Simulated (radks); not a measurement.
Problem. Spherical quantum dot in the effective-mass picture: electrons in a well V = -V0 / (1 + exp((r - R)/a)) with V0 = 13.5, R = 4.52, a = 0.21, with a point charge +2 (a donor) at the centre, all in effective atomic units (hartree* = m*/eps^2 hartree, bohr* = eps/m* bohr), one dielectric constant everywhere. Calculated with a radial shooting solver with Libxc functionals: non-relativistic Kohn-Sham, LDA (Slater exchange, Perdew-Wang correlation), spin-polarised, spherical densities. Levels are named by radial order and angular momentum (1s, 1p, 1d, 2s, ...), and open shells are averaged over m. At N = 7 the configuration is 1s2 1p(up 3, down 1) 2s(up 1, down 0). Does electron 8 go into 1d up or 2s down or 1p down?

Solution. Into 1p down. The total energies of the other choices lie higher by 0.0313 hartree* (2s down), 0.242 hartree* (1d up).
